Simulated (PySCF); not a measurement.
Radial density of Pb⁷²⁺ (lead, charge +72)

PW91, [Ne], closed-shell 1S. Calculation: PySCF 2.14, in an uncontracted even-tempered set (17 s from 54 bohr⁻², ratio 2.2; 10 p from 70 bohr⁻², ratio 2.2; 5 d from 270 bohr⁻², ratio 2.4; 5 f from 410 bohr⁻², ratio 2.4; 4 g from 610 bohr⁻², ratio 2.4); the non-relativistic Hamiltonian (point nucleus).

| r (bohr) | 4πr²ρ (e/bohr) |
| --- | --- |
| 0.000318 | 0.4657 |
| 0.000535 | 1.272 |
| 0.000899 | 3.389 |
| 0.00151 | 8.671 |
| 0.00254 | 20.72 |
| 0.00428 | 44.13 |
| 0.00720 | 77.75 |
| 0.0121 | 101.4 |
| 0.0204 | 91.98 |
| 0.0342 | 93.30 |
| 0.0576 | 117.0 |
| 0.0969 | 50.84 |
| 0.163 | 2.774 |
| 0.274 | 0.005752 |

A non-relativistic calculation at this Z misses sizeable relativistic shifts. Spin-orbit coupling, which splits the p, d and f shells strongly at this Z, is absent.
